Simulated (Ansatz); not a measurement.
Geometry optimisation, RKS PBE/def2-SVPD in Ansatz.

input.yaml

```yaml
crystal:
  periodic: [false, false, false]
  atoms:
    - { symbol: O, position_ang: [0.1219, -1.072, 0.5759] }
    - { symbol: Ga, position_ang: [-0.2173, -0.1079, -0.6665] }
    - { symbol: F, position_ang: [-0.52456, 0.63683, -1.1779] }
    - { symbol: Cl, position_ang: [-1.51957, -1.88241, -1.90619] }
    - { symbol: H, position_ang: [-0.5765, -0.9956, 1.2908] }
basis:
  gaussian: { orbitals: def2-SVPD }
hamiltonian:
  xc: pbe
relax:
  f_tol: 0.015
  max_steps: 40
```

Launched with:

```bash
$ ansatz run input.yaml --threads 2 --pin off --max-ram 3072MiB --backend cpu --events-out ev --progress --plain --runs-dir out
```

**Question.** Where does it end, and by what steps?

**Answer.** The run converged. After 11 steps the energy has fallen by 55.061 eV; H5 moved furthest, 0.76 Å. The start is strongly strained (largest force component 226 eV/Å).

| step | energy less start (eV) | largest force component (eV/Å) | accepted |
| --- | --- | --- | --- |
| 0 | 0.0000 | 225.748 | yes |
| 1 | -45.5955 | 32.918 | yes |
| 2 | -51.0519 | 18.496 | yes |
| 3 | -53.9213 | 5.805 | yes |
| 4 | -54.8389 | 0.909 | yes |
| 5 | -54.8829 | 1.881 | yes |
| 6 | -54.9759 | 0.469 | yes |
| 7 | -55.0547 | 0.188 | yes |
| 8 | -55.0581 | 0.114 | yes |
| 9 | -55.0600 | 0.063 | yes |
| 10 | -55.0607 | 0.020 | yes |
| 11 | -55.0608 | 0.002 | yes |

```xyz
5
Properties=species:S:1:pos:R:3
O -0.279 -1.289 0.863
Ga -0.660 -0.667 -0.773
F -0.438 1.065 -1.105
Cl -1.371 -1.950 -2.326
H 0.033 -0.580 1.456
```

Whether the end is a true minimum wasn't checked by a vibrational analysis.

The run took 23 s on 2 threads of AMD EPYC 7B13 (Zen 3), with other jobs on the host, peak memory 0.18 GiB.
